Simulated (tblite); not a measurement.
C6H11B2N.
Bonds: C1–B2, B2–C3, B2–B4, B4–C5, C5–C6 (double), C6–C7, C7–C8 (double), C8–N9, B4–N9. Hydrogens: H10, H11, H12 on C1; H13, H14, H15 on C3; H16 on C5; H17 on C6; H18 on C7; H19 on C8; H20 on N9.

Computed with GFN2-xTB (tblite), gas phase: L-BFGS steps from a force-field or distance-geometry start until the largest atomic force falls under 0.01 eV/Å.

Step 38: E = -648.1924 eV
```
atom  x, y, z in Å  |  force x, y, z in eV/Å
C1     -2.3732    0.7145   -1.2001    0.001   0.033  -0.030
B2     -1.4411   -0.0981   -0.2093   -0.066   0.028   0.034
C3     -2.2282   -1.0224    0.8129   -0.010  -0.028   0.017
B4      0.2134    0.0510   -0.1109    0.046  -0.015   0.044
C5      0.9233    1.2434    0.5323    0.002   0.017   0.005
C6      2.2711    1.2278    0.7265   -0.016   0.015   0.008
C7      3.0532    0.1234    0.3210    0.012   0.036   0.021
C8      2.4624   -0.9474   -0.2700    0.010   0.028   0.021
N9      1.1236   -0.9870   -0.4698    0.011  -0.025  -0.008
H10    -3.4259    0.4388   -1.1426    0.028   0.014  -0.030
H11    -2.0684    0.6483   -2.2430    0.048  -0.012  -0.006
H12    -2.3039    1.7722   -0.9434    0.000   0.003  -0.002
H13    -3.1665   -0.5719    1.1354    0.020  -0.036   0.023
H14    -1.6725   -1.3189    1.6999    0.025   0.018  -0.006
H15    -2.5011   -1.9419    0.2917   -0.011  -0.005  -0.002
H16     0.3897    2.1258    0.8663   -0.025  -0.019   0.000
H17     2.7842    2.0579    1.2011   -0.017  -0.008  -0.034
H18     4.1191    0.1346    0.4857    0.016  -0.033  -0.023
H19     3.0478   -1.8028   -0.5860   -0.044   0.008  -0.020
H20     0.7880   -1.8367   -0.9008   -0.030  -0.017  -0.014
```

Step 39: E = -648.1934 eV
```
atom  x, y, z in Å  |  force x, y, z in eV/Å
C1     -2.3725    0.7106   -1.2030    0.000   0.042  -0.023
B2     -1.4438   -0.0961   -0.2045   -0.040   0.022   0.014
C3     -2.2314   -1.0249    0.8122   -0.005  -0.021   0.022
B4      0.2118    0.0565   -0.1023    0.053  -0.044   0.025
C5      0.9258    1.2474    0.5379    0.017   0.007   0.006
C6      2.2746    1.2298    0.7263    0.001  -0.001   0.000
C7      3.0545    0.1245    0.3180    0.008   0.004   0.011
C8      2.4609   -0.9464   -0.2707   -0.003   0.033   0.025
N9      1.1206   -0.9828   -0.4648    0.015  -0.037  -0.015
H10    -3.4255    0.4357   -1.1506    0.027   0.003  -0.027
H11    -2.0630    0.6448   -2.2447    0.052  -0.012   0.001
H12    -2.3046    1.7678   -0.9449   -0.002   0.020  -0.009
H13    -3.1698   -0.5776    1.1374    0.002  -0.025   0.015
H14    -1.6754   -1.3205    1.6988    0.030  -0.007   0.001
H15    -2.5030   -1.9423    0.2865   -0.004  -0.006   0.011
H16     0.3958    2.1305    0.8743   -0.033  -0.008   0.004
H17     2.7905    2.0596    1.1980   -0.013  -0.004  -0.030
H18     4.1215    0.1295    0.4777    0.006  -0.005  -0.014
H19     3.0451   -1.8039   -0.5886   -0.076   0.047  -0.007
H20     0.7828   -1.8317   -0.8961   -0.034  -0.010  -0.008
```

Step 40: E = -648.1943 eV
```
atom  x, y, z in Å  |  force x, y, z in eV/Å
C1     -2.3722    0.7077   -1.2058    0.009   0.035  -0.008
B2     -1.4466   -0.0932   -0.1994   -0.005   0.012  -0.002
C3     -2.2347   -1.0272    0.8118    0.003  -0.007   0.018
B4      0.2115    0.0609   -0.0933    0.026  -0.052   0.008
C5      0.9291    1.2513    0.5435    0.019  -0.011   0.004
C6      2.2786    1.2317    0.7263    0.015  -0.009  -0.005
C7      3.0565    0.1258    0.3154    0.002  -0.020   0.001
C8      2.4595   -0.9448   -0.2710   -0.019   0.024   0.019
N9      1.1183   -0.9794   -0.4600    0.002  -0.030  -0.013
H10    -3.4248    0.4315   -1.1583    0.023  -0.002  -0.025
H11    -2.0573    0.6404   -2.2458    0.054  -0.008   0.008
H12    -2.3072    1.7647   -0.9475   -0.003   0.035  -0.018
H13    -3.1736   -0.5835    1.1387   -0.013  -0.015   0.011
H14    -1.6787   -1.3230    1.6980    0.031  -0.026   0.004
H15    -2.5048   -1.9422    0.2809    0.002  -0.008   0.022
H16     0.4015    2.1350    0.8820   -0.032  -0.004   0.004
H17     2.7971    2.0609    1.1947   -0.004   0.011  -0.019
H18     4.1245    0.1248    0.4695   -0.001   0.021  -0.004
H19     3.0408   -1.8037   -0.5915   -0.081   0.061  -0.001
H20     0.7771   -1.8272   -0.8912   -0.029  -0.006  -0.004
```

Step 41: E = -648.1951 eV
```
atom  x, y, z in Å  |  force x, y, z in eV/Å
C1     -2.3715    0.7063   -1.2081    0.021   0.021   0.007
B2     -1.4490   -0.0905   -0.1951    0.030  -0.001  -0.009
C3     -2.2374   -1.0294    0.8117    0.011   0.009   0.012
B4      0.2119    0.0636   -0.0856   -0.016  -0.039  -0.005
C5      0.9320    1.2543    0.5482    0.009  -0.028   0.002
C6      2.2821    1.2331    0.7262    0.020  -0.009  -0.006
C7      3.0583    0.1265    0.3134   -0.006  -0.030  -0.003
C8      2.4580   -0.9431   -0.2708   -0.033   0.009   0.009
N9      1.1166   -0.9772   -0.4562   -0.022  -0.016  -0.007
H10    -3.4236    0.4280   -1.1648    0.017  -0.005  -0.025
H11    -2.0512    0.6367   -2.2464    0.053  -0.001   0.013
H12    -2.3097    1.7633   -0.9502   -0.003   0.046  -0.026
H13    -3.1768   -0.5885    1.1400   -0.021  -0.008   0.010
H14    -1.6805   -1.3253    1.6973    0.027  -0.039   0.004
H15    -2.5063   -1.9423    0.2768    0.009  -0.010   0.030
H16     0.4050    2.1382    0.8881   -0.019  -0.010   0.002
H17     2.8023    2.0622    1.1915    0.009   0.025  -0.009
H18     4.1269    0.1211    0.4627   -0.004   0.041   0.004
H19     3.0357   -1.8028   -0.5942   -0.061   0.051  -0.001
H20     0.7721   -1.8237   -0.8875   -0.020  -0.006  -0.001
```

**Question.** Estimate the geometry and energy of step 42. (The exact step hangs on the optimiser's Hessian estimate; all steps are aligned on step 41, rigid shifts and turns removed.)

**Answer.** E = -648.1959 eV, largest force 0.061 eV/Å
```
atom  x, y, z in Å  |  force x, y, z in eV/Å
C1     -2.3700    0.7061   -1.2101    0.032   0.005   0.021
B2     -1.4509   -0.0885   -0.1917    0.056  -0.014  -0.009
C3     -2.2390   -1.0316    0.8121    0.016   0.023   0.007
B4      0.2120    0.0647   -0.0791   -0.055  -0.010  -0.013
C5      0.9340    1.2562    0.5520   -0.009  -0.041   0.002
C6      2.2847    1.2344    0.7260    0.013  -0.002  -0.004
C7      3.0593    0.1270    0.3119   -0.016  -0.024  -0.004
C8      2.4559   -0.9414   -0.2705   -0.042  -0.007  -0.003
N9      1.1146   -0.9758   -0.4534   -0.047   0.002   0.002
H10    -3.4215    0.4260   -1.1711    0.011  -0.005  -0.028
H11    -2.0437    0.6341   -2.2465    0.048   0.005   0.018
H12    -2.3107    1.7630   -0.9527   -0.002   0.053  -0.031
H13    -3.1790   -0.5930    1.1420   -0.021  -0.004   0.011
H14    -1.6802   -1.3271    1.6966    0.017  -0.046   0.001
H15    -2.5076   -1.9434    0.2750    0.016  -0.010   0.034
H16     0.4059    2.1399    0.8926    0.003  -0.022  -0.002
H17     2.8057    2.0641    1.1884    0.019   0.032  -0.003
H18     4.1285    0.1183    0.4571   -0.006   0.052   0.009
H19     3.0293   -1.8013   -0.5967   -0.022   0.023  -0.007
H20     0.7676   -1.8211   -0.8849   -0.010  -0.010  -0.001
```

The energy changes by -0.0009 eV. The first-order estimate −F·Δx gives -0.0012 eV and the mean of the old and new forces, exact on a quadratic surface, -0.0009 eV. The step makes an angle of 72° with the force vector and moves no atom by more than 0.008 Å.

The cost below is that of the whole relaxation. The run took 0.71 s on one thread, AMD EPYC 7B13 (x86_64), no GPU, shared host.
